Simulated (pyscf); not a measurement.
H₂B–PH•, doublet

Gas-phase minimum from PySCF at ωB97X-D3(BJ)/def2-SVP, one conformer. Other isomers of H₂B–PH• were not searched in full and may lie lower. 

SMILES: B[PH]
```xyz
5

B      0.0150     0.5407     0.0928
P      1.3307     0.4944    -1.2615
H      0.3119     0.8490     1.2230
H     -1.1467     0.3488    -0.1834
H      0.8080    -0.6488    -1.9411
```
Charge 0, spin multiplicity 2.

Bonds (Å): B1–P2 1.889, B1–H3 1.209, B1–H4 1.209, P2–H5 1.429. Angles (°): P2–B1–H3 120.4, P2–B1–H4 120.1, H3–B1–H4 119.3, B1–P2–H5 96.1.

Properties at ωB97X-D3(BJ)/def2-SVP:

```yaml
harmonic_wavenumbers_unscaled: 341, 587, 672, 744, 952, 1176, 2426, 2581, 2684 cm⁻¹
zero_point_energy: 17.4 kcal/mol
rotational_symmetry_number: 1
Entropy of this conformer at 298 K and 1 atm, rigid rotor and harmonic oscillator, modes under 100 cm⁻¹ raised to 100: 257.0 J/(mol K)
dipole_moment: 0.71 D
Spin expectation value S2: 0.754
```

Single-point totals, which compare only within one level (frozen core for MP2 and CC):

```
level                   total energy (hartree)
----------------------  ----------------------
ωB97X-D3(BJ)/def2-TZVP              -367.99277
PBE/def2-TZVP                       -367.74344
r²SCAN/def2-TZVP                    -367.90620
B3LYP-D3(BJ)/def2-TZVP              -367.98724
PBE0-D3(BJ)/def2-TZVP               -367.78497
M06-2X/def2-TZVP                    -367.91570
ωB97M-D3(BJ)/def2-TZVP              -368.00369
UHF/def2-TZVPP                      -367.13910
MP2/def2-TZVPP                      -367.37013
CCSD/def2-TZVPP                     -367.40883
CCSD(T)/def2-TZVPP                  -367.41922
```

The CCSD(T) − MP2 part came from Ansatz, without density fitting, on the same reference.
